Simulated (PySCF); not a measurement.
C3H5NOSi, SMILES C1N=C[Si@@H](O)C=1. Atoms are numbered in the order given.

```xyz
11

O     -2.1468     0.1440     0.6666
Si    -0.7734     0.3210    -0.2891
C      0.7485     1.1163     0.4693
C      1.7594     0.2248     0.3072
N      1.5294    -1.0513    -0.3274
C      0.2944    -1.2332    -0.6742
H     -1.9850    -0.2313     1.5501
H     -1.2721     0.9876    -1.5360
H      0.9053     2.0986     0.9364
H      2.8028     0.3904     0.6273
H      0.0318    -2.1801    -1.1859
```
Charge 0, spin multiplicity 1.

Geometry: PBE-D3(BJ)/def2-SVP. The structure was generated by enumeration; whether it is a known compound was not checked. Other conformers were not sampled.

Method: PBE-D3(BJ)/def2-SVP run with PySCF.

Frequencies are harmonic and unscaled.

| mode | ν (cm⁻¹) | IR (km/mol) | moving atoms (share of kinetic energy) |
|---|---|---|---|
| 1 | 123 | 7.3 | O 34 %, Si 19 %, C 18 %, N 16 %, H 14 % |
| 2 | 162 | 4.5 | H 38 %, O 23 %, C 20 %, Si 12 % |
| 3 | 277 | 99.7 | H 75 %, O 15 % |
| 4 | 368 | 27.5 | C 50 %, H 24 %, O 14 %, Si 9 % |
| 5 | 406 | 3.0 | C 38 %, N 24 %, H 16 %, O 13 %, Si 10 % |
| 6 | 481 | 8.4 | Si 38 %, C 30 %, N 15 %, H 15 % |
| 7 | 594 | 4.8 | C 49 %, Si 30 %, N 16 % |
| 8 | 654 | 7.3 | H 77 %, C 16 % |
| 9 | 712 | 48.6 | H 84 %, C 13 % |
| 10 | 733 | 41.2 | C 64 %, H 23 %, O 9 % |
| 11 | 769 | 5.8 | H 74 %, C 13 % |
| 12 | 813 | 23.9 | H 55 %, C 17 %, O 12 %, N 9 % |
| 13 | 848 | 52.4 | H 40 %, C 29 %, N 18 %, Si 11 % |
| 14 | 861 | 222.7 | H 67 %, Si 14 %, O 10 % |
| 15 | 892 | 16.4 | H 50 %, O 24 %, Si 23 % |
| 16 | 920 | 64.4 | C 36 %, H 32 %, N 20 % |
| 17 | 966 | 0.1 | H 69 %, C 30 % |
| 18 | 1098 | 20.5 | H 66 %, C 32 % |
| 19 | 1245 | 5.5 | H 77 %, C 14 %, N 9 % |
| 20 | 1283 | 17.9 | H 69 %, C 28 % |
| 21 | 1517 | 8.3 | C 83 %, N 13 % |
| 22 | 1581 | 32.2 | C 59 %, N 35 % |
| 23 | 2188 | 89.2 | H 97 % |
| 24 | 3050 | 13.9 | H 92 %, C 8 % |
| 25 | 3096 | 19.6 | H 92 %, C 8 % |
| 26 | 3158 | 0.8 | H 91 %, C 9 % |
| 27 | 3759 | 83.2 | H 94 % |
